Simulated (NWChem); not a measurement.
Molecule: ZrH₃I; SMILES [ZrH3][I]

Results from NWChem. Structure relaxed at the PBE0/def2-SVP (def2 core potentials past Kr) level.

For level PBE/STO-3G, non-relativistic:

| Item | Value |
|---|---|
| highest occupied level (eV) | -4.57 |
| orbital gap (eV) | 4.56 |
| dipole (D) | 0.45 |

How do the values read with level PBE/3-21G, non-relativistic instead?

The highest occupied level (eV) is -7.18, the orbital gap (eV) is 3.35 and the dipole (D) is 0.35.
